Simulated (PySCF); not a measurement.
# Ge²⁺: excitation energy

Ge²⁺ [Ar] 3d10 4s2 (1S) → Ge²⁺ [Ar] 3d10 4s1 4p1, s spin flipped, as a difference of total energies. All numbers are calculated (PySCF 2.14, scalar relativity by spin-free X2C-1e, in cc-pVQZ-DK (7s6p4d2f1g, 68 functions)). Correlated levels: valence: [Ar] 3d10 frozen. The calculations carry no spin-orbit coupling.

```csv
method,excitation energy (eV)
UHF,8.953
LDA,9.427
PBE,9.214
PBE0,9.176
r2SCAN,9.079
M06,9.607
MN15,8.828
TPSS,9.113
wB97M-V,9.373
MP2 (valence),8.991
SCS-MP2 (valence),8.998
```

Q: How much does correlation contribute at MP2 (valence)?

A: 8.991 − (8.953) = 0.038 eV, measured against UHF.

The upper determinant mixes two multiplicities, so it lies between the two terms.

The basis was made for the ground configuration and has no added diffuse functions, so the excitation energy can come out too high.
